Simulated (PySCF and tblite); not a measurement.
The numbers below are computed, except where a source is named.
Stationary points of C$_{5}$H$_{8}$BF$_{2}$NO at GFN2-xTB, in Å:

Structure A

```
 1 B     2.553    1.050   -0.252
 2 N     1.427    0.264   -0.066
 3 C     0.111    0.616   -0.355
 4 C    -0.751   -0.347   -0.033
 5 O    -2.129   -0.389   -0.147
 6 C    -2.747    0.780   -0.400
 7 F    -2.608    1.162   -1.697
 8 F    -4.060    0.609   -0.204
 9 C    -0.048   -1.544    0.541
10 C     1.424   -1.101    0.473
11 H     3.597    0.610    0.042
12 H     2.427    2.127   -0.689
13 H    -0.080    1.576   -0.797
14 H    -2.398    1.627    0.224
15 H    -0.384   -1.741    1.560
16 H    -0.247   -2.438   -0.052
17 H     2.008   -1.749   -0.184
18 H     1.896   -1.106    1.458
```

Structure B

```
 1 B     2.588    1.013   -0.297
 2 N     1.368    0.390    0.200
 3 C     0.107    0.631   -0.318
 4 C    -0.741   -0.373   -0.080
 5 O    -2.105   -0.464   -0.352
 6 C    -2.760    0.701   -0.454
 7 F    -2.592    1.282   -1.676
 8 F    -4.075    0.465   -0.345
 9 C    -0.056   -1.491    0.658
10 C     1.405   -1.004    0.669
11 H     3.026    0.710   -1.347
12 H     3.141    1.800    0.374
13 H    -0.083    1.565   -0.814
14 H    -2.466    1.461    0.298
15 H    -0.462   -1.595    1.667
16 H    -0.173   -2.447    0.149
17 H     2.029   -1.611    0.001
18 H     1.849   -1.033    1.667
```

Geometries: GFN2-xTB; energies: CAM-B3LYP/pcSseg-1 + D3(BJ); zero-point and thermal terms from GFN2-xTB harmonic modes (soft modes blended into free rotors).

Problem. Which structure is a saddle point, and along which motion?

Solution. B: one imaginary mode (782i cm⁻¹ at GFN2-xTB, mostly on H11, H12), along the rotation about the B1–N2 bond (torsion H–B1–N2–C3 from 180° to 360°, rising).

Problem. Give their symmetry and energies above the lowest.

Solution. A C1, 0.0 kcal/mol; B C1, 36.8 kcal/mol.
